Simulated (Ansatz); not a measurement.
`C[BH][SbH2]` → B• + C• + 6 H• + Sb•  (atomization)

Computed with Ansatz on PBE0-D4/def2-TZVP structures; ΔE is electronic, products minus reactants. CBS: MP2 limit from def2 TZ/QZ plus the TZ coupled-cluster correction, frozen cores. This one scheme is used for every species, atoms too. DFT in def2-TZVPP. B3LYP here is the variant with VWN-RPA as its local correlation; programs differ in this. Open shells (•) are unrestricted, without spin–orbit coupling. Spin–orbit coupling would lower the free atoms: a little for B, C. def2 core potentials past Kr. Bonds to Sb are less sure, by a few kJ/mol each and by 10 to 20 or more in all where they break to atoms, as the def2 sets lack core-valence functions.

`C[BH][SbH2]`:

Cartesian coordinates in Å:
```
C -0.840 0.904 -0.546
B 0.228 0.425 0.471
Sb 0.476 -1.698 1.097
H -0.271 1.203 -1.442
H -1.349 1.817 -0.220
H -1.575 0.165 -0.864
H 0.935 1.228 1.012
H 2.172 -1.697 0.951
H 0.223 -2.347 -0.459
```

```
             level  ΔE (kcal/mol)  difference from CCSD(T)/CBS
         r2SCAN-D4          678.1                          2.6
          B3LYP-D4          681.8                          6.3
        r2SCANh-D4          675.4                         -0.1
          BHLYP-D4          668.3                         -7.2
            B2PLYP          670.0                         -5.5
         CAM-B3LYP          679.0                          3.5
     HF/def2-QZVPP          502.9                       -172.6
    MP2/def2-QZVPP          664.6                        -10.9
SCS-MP2/def2-QZVPP          670.3                         -5.2
    CCSD/CBS(def2)          667.6                         -7.9
       CCSD(T)/CBS          675.5                            0
```

Largest T1 diagnostic among the species: 0.014.

From PBE to PBE0 (25 % exact exchange), in def2-TZVPP and without D4, ΔE moves by −6.6 kcal/mol: exact exchange takes away binding that semilocal exchange gives to molecules. Leaving LDA and LC-ωPBE aside and taking each functional with its dispersion term where it has one, the values, not all of them listed here, spread over 16.8 kcal/mol, from BHLYP-D4 to B97M-V. LDA lies +86.0 kcal/mol from PBE without D4, its usual overbinding.

For atomizations the MP2-based limit and the directly extrapolated one differ by several kJ/mol either way, and by 10 to 25 for some Ge, Se and Sn compounds, so smaller differences from it don't rank the levels.
